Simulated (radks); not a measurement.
Values are calculated unless marked as measured or tabulated.
Tb37+, configuration [Ar] 3d10 (the NIST ground configuration).

Code: a radial shooting solver on a logarithmic mesh with Libxc functionals. Model: scalar-relativistic Kohn-Sham, LDA (Slater exchange, VWN5 correlation), spin-polarised, spherical densities, finite nucleus; Fermi nuclear charge, rms radius 5.06 fm.

Energy parts (hartree):
part                       energy
total                 -10875.8696
kinetic                11753.0226
electron-nucleus      -24751.0982
Hartree                 2313.6783
exchange-correlation    -191.4723

Orbitals (lengths in bohr, moments of r in powers of bohr; <r^-3> diverges for s and p1/2; r(max) is where P^2 peaks):
orbital	occ.	eigenvalue (hartree)	r(max)	<r^-3>
1s	2	-1962.513	0.01366	-
2s	2	-372.9528	0.07747	-
2p	6	-338.1695	0.06270	12150
3s	2	-124.0920	0.2177	-
3p	6	-113.3241	0.2131	2689
3d	10	-99.70368	0.1729	365.6
4s	0	-60.20655	0.4626	-
4p	0	-56.08366	0.4717	904.5

The highest occupied level is 3d at -2713.1 eV. For comparison, the ionisation energy in NIST's Atomic Spectra Database is 2750 eV (theoretical). In exact Kohn-Sham theory the highest level is minus the ionisation energy, but local and semilocal functionals leave it too shallow, through self-interaction and a potential that decays too fast; potentials with the right tail come closer. The electron density at the nucleus is 7.139e+05 e/bohr^3 (large components only). Summed over all electrons, <r^2> = 1.082 bohr^2, which gives a Langevin (diamagnetic) susceptibility term of -0.857 x 10^-6 cm^3/mol. The density falls to 0.001 e/bohr^3 at r = 0.76 bohr.
